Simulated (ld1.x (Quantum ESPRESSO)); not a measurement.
Plane-wave convergence, RRKJ potential for carbon

```json
{
 "Element": "C (Z = 6)",
 "Generator": "ld1.x (Quantum ESPRESSO) 7.5",
 "Type": "norm-conserving RRKJ (Kleinman–Bylander form)",
 "Functional": "LDA (PZ)",
 "Relativity": "non-relativistic",
 "Frozen core": "[He]",
 "Valence charge": "4",
 "Reference configuration": "2s2 2p2",
 "Partial waves": "2p (bound): rc 1.35 bohr; 3d channel at 0.3 Ry: rc 1.35 bohr; 2s (bound): rc 1.25 bohr",
 "Local potential": "the s channel",
 "Core correction": "none"
}
```

The pseudo-atom Hamiltonian at the reference potential is diagonalised in spherical Bessel functions j_l(qr) that vanish at 20 bohr, with q² up to the cutoff. All-electron valence levels (Ry): 2p -0.3986, 2s -1.0019.

Question: How do the lowest levels (Ry) of each channel move with the cutoff, and are there ghosts?

Answer:

| cutoff (Ry) | p #1 | d #1 | d #2 | s #1 | s #2 | f #1 | f #2 | Σ f·Δε (mRy) |
| --- | --- | --- | --- | --- | --- | --- | --- | --- |
| 8 | -0.1688 | 0.0740 | 0.1744 | -0.9259 | -0.0067 | 0.1177 | 0.2546 | 611.7 |
| 15 | -0.2721 | 0.0740 | 0.1744 | -0.9558 | -0.0079 | 0.1177 | 0.2546 | 345.3 |
| 30 | -0.3705 | 0.0740 | 0.1744 | -0.9971 | -0.0097 | 0.1177 | 0.2546 | 66.0 |
| 45 | -0.3955 | 0.0740 | 0.1744 | -1.0001 | -0.0098 | 0.1177 | 0.2546 | 9.8 |
| 70 | -0.3986 | 0.0740 | 0.1744 | -1.0013 | -0.0099 | 0.1177 | 0.2546 | 1.4 |
| 100 | -0.3986 | 0.0740 | 0.1744 | -1.0019 | -0.0099 | 0.1177 | 0.2546 | 0.1 |
| 400 | -0.3986 | 0.0740 | 0.1744 | -1.0019 | -0.0099 | 0.1177 | 0.2546 | 0.0 |

Result: no extra level below or beside the all-electron valence levels (p, d, s, f tested); 10 mRy is reached at 45 Ry and 1 mRy at 80 Ry.

Its largest configuration-test error is +383 meV.
